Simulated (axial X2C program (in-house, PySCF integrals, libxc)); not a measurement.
**BaMo with a deliberately poor setting**

Computed with an in-house all-electron X2C program for linear molecules (integrals from PySCF).

Input:
```json
{"zs": [56, 42], "q": 0, "bas": ["dyall-v2z", "dyall-v2z"], "levels": ["PBE0", "HF", "M06", "BHandHLYP"], "cc": false, "r0": 3.34, "npts": 10, "nst": 2, "ntry": 6, "opt": {"ecut": 0.5}}
```
```bash
python so2c.py task.json out
```

Keys: zs atomic numbers; q charge; bas basis sets; levels methods; cc coupled cluster on or off; r0 starting distance in Å; npts points on the curve; nst determinants followed; ntry starts of the search; ecut virtual cutoff in hartree. HF also brings MP2.

Problem. One numerical setting was spoiled on purpose. Which, and what came out?

Solution. Virtual space cut too low. States: spin-free M_S = 3, Λ = 0; 2c Ω = 3. The apparent results, which are not to be taken for properties of BaMo:

```csv
Hamiltonian,level,points converged,Re (Å),ωe (cm⁻¹),De (eV),curve-fit residual (μEh)
spin-free,PBE0,10 of 10,3.497,85,0.63,0.78
spin-free,HF,10 of 10,n/a,n/a,n/a,n/a
spin-free,MP2,10 of 10,3.723,66,0.05,0.39
spin-free,M06,10 of 10,3.332,104,0.85,0.011
spin-free,BHandHLYP,10 of 10,3.557,82,0.56,0.47
2c,PBE0,10 of 10,3.496,85,0.63,0.78
2c,HF,10 of 10,n/a,n/a,n/a,n/a
2c,MP2,10 of 10,3.736,64,0.04,18
2c,M06,10 of 10,3.316,95,0.86,0.43
2c,BHandHLYP,10 of 10,3.556,82,0.56,0.47
```
